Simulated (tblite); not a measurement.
Species: C5H6N2O2.
Bonds: O1–C2 (double), C2–O3, O3–C4, C4–N5, N5–C6 (aromatic), C6–C7 (aromatic), C7–C8 (aromatic), C8–N9 (aromatic), N5–N9 (aromatic). Hydrogens: H10 on C2; H11, H12 on C4; H13 on C6; H14 on C7; H15 on C8.

Structure optimised with GFN2-xTB, isolated species.

**Question.** List the bond lengths, angles and torsions at this level.

**Answer.** 
```json
{"bond": "O1=C2", "length (Å)": "1.194"}
{"bond": "C2–O3", "length (Å)": "1.326"}
{"bond": "O3–C4", "length (Å)": "1.432"}
{"bond": "C4–N5", "length (Å)": "1.424"}
{"bond": "N5–C6", "length (Å)": "1.356"}
{"bond": "C6–C7", "length (Å)": "1.371"}
{"bond": "C7–C8", "length (Å)": "1.406"}
{"bond": "C8–N9", "length (Å)": "1.314"}
{"bond": "N5–N9", "length (Å)": "1.335"}
{"bond": "C2–H10", "length (Å)": "1.102"}
{"bond": "C4–H11, C4–H12", "length (Å)": "1.095"}
{"bond": "C6–H13", "length (Å)": "1.071"}
{"bond": "C7–H14", "length (Å)": "1.070"}
{"bond": "C8–H15", "length (Å)": "1.072"}
```

Bonds in one row agree within 0.01 Å and their mean is given. A selection of angles:
```json
{"angle": "O1–C2–O3", "degrees": "126.6"}
{"angle": "C2–O3–C4", "degrees": "117.1"}
{"angle": "O3–C4–N5", "degrees": "111.9"}
{"angle": "C4–N5–C6", "degrees": "127.8"}
{"angle": "C4–N5–N9", "degrees": "120.5"}
{"angle": "C6–N5–N9", "degrees": "111.7"}
{"angle": "N5–C6–C7", "degrees": "106.7"}
{"angle": "C6–C7–C8", "degrees": "104.6"}
{"angle": "C7–C8–N9", "degrees": "111.1"}
{"angle": "N5–N9–C8", "degrees": "105.9"}
```

Torsions: O1–C2–O3–C4 -1° (synperiplanar); C2–O3–C4–N5 -87° (synclinal); O3–C4–N5–C6 81° (synclinal). The mirror-image conformer, all signs reversed, is as good.

N5 (pyrrole-type nitrogen) is planar (angles 127.8°, 120.5° and 111.7°, sum 360.0°, 0.01 Å off the plane of its three neighbours). The 3 C–O bonds span 1.194 Å (O1=C2, drawn double) to 1.432 Å (O3–C4, drawn single), a spread of 0.238 Å. The C–N distances run from 1.314 Å (C8–N9, aromatic) to 1.424 Å (C4–N5, drawn single), a spread of 0.110 Å. The C–C distances run from 1.371 Å (C6–C7, aromatic) to 1.406 Å (C7–C8, aromatic), a spread of 0.035 Å. N9 (pyridine-type nitrogen) is bent (angle 105.9°). Of the pairs four or more bonds apart, O1···H12 is among the closest relative to their van der Waals radii: 2.40 Å, 88 % of the sum of Bondi's values. The 5-membered ring N5–C6–C7–C8–N9 has internal angles of 104.6° to 111.7°; it is planar, 0.00 Å rms from its mean plane, widest ring torsion 0°.

Point group: C1 (no symmetry element, even within 0.4 Å). Its GFN2-xTB frequencies are all real (lowest 43 cm⁻¹). One conformer, not necessarily the lowest. 3 starts were optimised and ended at 0.00, 0.00 and 1.69 kcal/mol (GFN2-xTB); the lowest of these is shown.

All values are computed, not measured.
